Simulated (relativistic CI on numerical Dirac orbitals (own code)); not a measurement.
Hyperfine structure of Mn XXII, mass number 53

Calculated at this level of theory: Dirac-Coulomb-Breit CI, separate exchange-only KLI orbitals for each configuration, model QED (radiative potential, 1s self-energy scaled to tabulated hydrogen-like ionisation energies), unscaled Slater integrals (own radial code, finite nucleus).

CI space (outside the closed core 1s2): 2s2, 2s.2p, 2p2, 2p.3s, 2p.3p, 2s.3s, 2s.3p, 2s.3d, 2s.4s, 2s.4p, 2s.4d, 2s.4f, 3s2, 3s.3p, 3p2. Levels of other configurations are missing.

Nuclear spin I = 7/2, μ = 5.033 μN, Q = 0.17 b (tables of Stone and Pyykkö). The electronic factors are computed for point nuclear moments, without core polarisation or the Bohr-Weisskopf and QED corrections.

```tsv
Level	E (10³ cm⁻¹)	A (GHz)	B (GHz)
2s.2p 3P°_1	361.2	309.9	-4.13
2s.2p 3P°_2	438.0	193.9	8.54
2s.2p 1P°_1	722.0	5.843	8.39
2p2 3P_1	970.5	-2.725	4.23
2p2 3P_2	1011.7	64.28	-3.15
2p2 1D_2	1131.6	53.68	11.6
2s.3s 3S_1	8173.0	420.9	-0.00105
2s.3p 3P°_1	8337.6	355.2	0.274
```

Levels with J = 0, under 50 % of one LS term, or S terms without an open s electron are left out. Small factors come from cancelling terms and can be off by tens of per cent or more.

At this charge energies of transitions that change n are usually good to better than 1 %, and those within a shell (Δn = 0) to a few per cent.

(1) Give the hyperfine levels of 2s.2p 3P°_1 relative to its centre of gravity.

## Answers

(1) With K = F(F + 1) − I(I + 1) − J(J + 1), E = AK/2 + B[¾K(K + 1) − I(I + 1)J(J + 1)]/[2I(2I − 1)J(2J − 1)]: F = 5/2: -1397, F = 7/2: -306.9, F = 9/2: 1084 GHz.

LS names give the leading component of a level, which can be under half, so a name can repeat, a term be missing and a line seem to break the LS rules.
